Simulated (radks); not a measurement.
Species: neutral fluorine. Configuration: [He] 2s2 2p5. All-electron calculation, scalar-relativistic Kohn-Sham, exchange-only LDA, spin-polarised, spherical densities, point nucleus; open shells are filled with parallel spins first. Program: a radial shooting solver on a logarithmic mesh with Libxc functionals. Some entries of the table are withheld. Estimate them.

orbital  occ.  eigenvalue (eV)  <1/r> (bohr^-1)  <r> (bohr)
1s up       1              (1)            8.582      0.1774
1s down     1              (2)            8.590      0.1772
2s up       1         -29.0844            1.460       1.006
2s down     1         -27.1191            1.441       1.020
2p up       3         -10.7514            1.282       1.096
2p down     2          -8.8599            1.245       1.144

Answer. 
(1) 1s up eigenvalue (eV): -657.4168
(2) 1s down eigenvalue (eV): -656.4832
